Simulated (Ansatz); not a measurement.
Reaction (formal hydrolysis of a C–Si bond): `[SiH3]CC[AsH2]` + H₂O → `OCC[AsH2]` + SiH₄

Program: Ansatz. Geometries: PBE0-D4/def2-TZVP. ΔE: electronic, gas phase. CBS: MP2 limit from def2 TZ/QZ plus the TZ coupled-cluster correction, frozen cores. This one scheme is used for every species. Functionals use def2-TZVPP. B3LYP here is the variant with VWN-RPA as its local correlation; programs differ in this. For As outer-core shells are correlated without core-valence functions, which leaves a few kJ/mol of doubt a bond. Scalar relativity is left out up to krypton. One conformer a species, not always the lowest.

`[SiH3]CC[AsH2]`:

Cartesian coordinates in Å:
```
Si 1.831 0.716 -0.433
C 0.002 0.276 -0.444
C -0.409 -0.568 0.752
As -2.317 -1.092 0.847
H 2.655 -0.524 -0.448
H 2.191 1.542 -1.617
H 2.166 1.480 0.801
H -0.224 -0.249 -1.378
H -0.579 1.204 -0.473
H -0.200 -0.051 1.693
H 0.154 -1.506 0.788
H -2.413 -1.525 -0.612
H -2.856 0.297 0.522
```

H₂O:

Cartesian coordinates in Å:
```
O 0.255 0.002 -0.294
H -0.359 0.698 -0.048
H 0.104 -0.700 0.342
```

`OCC[AsH2]`:

Cartesian coordinates in Å:
```
O 0.057 1.050 1.234
C -0.788 0.386 0.318
C -0.016 0.120 -0.951
As 1.520 -1.121 -0.811
H -0.416 1.165 2.060
H -1.663 1.010 0.083
H -1.156 -0.562 0.734
H 0.374 1.059 -1.353
H -0.682 -0.303 -1.707
H 0.733 -2.227 -0.114
H 2.038 -0.576 0.509
```

SiH₄:

```xyz
5

Si    0.000    0.000    0.000
H    -0.845    0.434    1.141
H     0.048    1.079   -1.018
H    -0.578   -1.226   -0.606
H     1.374   -0.287    0.483
```

```tsv
level	ΔE (kJ/mol)	difference from CCSD(T)/CBS
PBE-D4	74.2	-6.3
r2SCAN-D4	73.2	-7.3
PBE0-D4	75.7	-4.8
B3LYP-D4	70.5	-10.0
ωB97X-V	67.5	-13.0
ωB97M-V	72.8	-7.7
B2PLYP	70.1	-10.4
PBE	70.3	-10.2
r2SCAN	72.0	-8.5
PBE0	72.1	-8.4
B3LYP	64.3	-16.2
HF/def2-TZVPP	56.4	-24.1
MP2/def2-TZVPP	82.8	2.3
SCS-MP2/def2-TZVPP	74.2	-6.3
CCSD/def2-TZVPP	72.4	-8.1
CCSD(T)/def2-TZVPP	74.1	-6.4
HF/def2-QZVPP	57.3	-23.2
MP2/def2-QZVPP	86.7	6.2
SCS-MP2/def2-QZVPP	78.2	-2.3
HF/CBS(def2)	57.4	-23.1
MP2/CBS(def2)	89.1	8.6
CCSD/CBS(def2)	78.7	-1.8
CCSD(T)/CBS	80.5	0
```

Largest T1 diagnostic among the species: 0.011.

In def2-TZVPP, CCSD(T) changes the Hartree–Fock value by +17.7 kJ/mol (the triples alone add +1.7 kJ/mol) and MP2 by +26.3 kJ/mol. The D4 term adds +6.2 kJ/mol with B3LYP and +3.6 kJ/mol with PBE0; it sums over pairs of atoms, weighted by their polarisabilities, and B3LYP, whose exchange is more repulsive, gets the larger term.
